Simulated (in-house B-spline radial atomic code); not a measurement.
## Mg VIII (Mg7+): [He] 2s2 2p1

Method: non-relativistic TPSSh, spin-polarised, spherical fractional occupations, point nucleus. Calculated with a B-spline radial code for spherical atoms.

Screening seen three ways: the hydrogenic charge with the same mean radius, Z_r = [3n² - l(l+1)]/(2<r>), the one with the same energy, Z_e = n√(-2ε), and Slater's rules. Values are occupation-weighted means over spin.

```tsv
shell	electrons	ε (eV)	<r> (bohr)	Z_r	Z_e	Slater
1s	2	-1522.9	0.13	11.54	10.58	11.70
2s	2	-271.24	0.59	10.17	8.93	9.60
2p	1	-245.17	0.5251	9.52	8.49	9.60
```

The least bound orbital is 2p up at -245.2 eV, while the most diffuse is 2s down (<r> = 0.5926 bohr against 0.5251 bohr): energy order and size order differ.

Caution: exact exchange at fractional occupations of open shells leaves self-interaction of up to several eV.
